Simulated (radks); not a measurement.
Removal energies from the bismuth ion Bi12+, [Xe] 4f14 5d3, by Delta-SCF beside the eigenvalue of the level emptied. All-electron calculation, scalar-relativistic Kohn-Sham, PBE, spin-polarised, spherical densities, finite nucleus; Fermi nuclear charge, rms radius of each element as measured or else 0.836 A^(1/3) + 0.57 fm. Program: a radial shooting solver on a logarithmic mesh with Libxc functionals. Open shells are filled with parallel spins first.

5d: final configuration [Xe] 4f14 5d2; Delta-SCF (eV) 229.47; -eigenvalue (eV) 218.97
5p: final configuration [Kr] 4d10 4f14 5s2 5p5 5d3; Delta-SCF (eV) 305.50; -eigenvalue (eV) 293.96
5s: final configuration [Kr] 4d10 4f14 5s1 5p6 5d3; Delta-SCF (eV) 373.16; -eigenvalue (eV) 360.54
4f: final configuration [Xe] 4f13 5d3; Delta-SCF (eV) 386.27; -eigenvalue (eV) 365.96
